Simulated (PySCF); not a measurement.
## SbCl at M06

Level: M06. PySCF, scalar-relativistic core potentials, basis sets Sb def2-SVPD with ECP28, Cl def2-SVPD.

```
state                                            : ³Σ⁻ (triplet), unpaired electrons π ↑↑
bond length                                      : 2.392 Å
harmonic wavenumber                              : 363 cm⁻¹
force constant                                   : 2.11 mdyn/Å
rotational constant Be                           : 0.1086 cm⁻¹
anharmonicity ωexe                               : 1.17 cm⁻¹
vibration–rotation constant αe                   : 0.000455 cm⁻¹
well depth De to Sb + Cl                         : 3.50 eV
dissociation energy D0                           : 3.47 eV
bond order (Mayer)                               : 0.89
dipole moment (positive dipole means Sb(−)Cl(+)) : -2.52 D
```

Spin–orbit coupling is left out, which matters for elements this heavy, above all for dissociation energies. The state was picked by a PBE0 search and need not be the measured ground state.
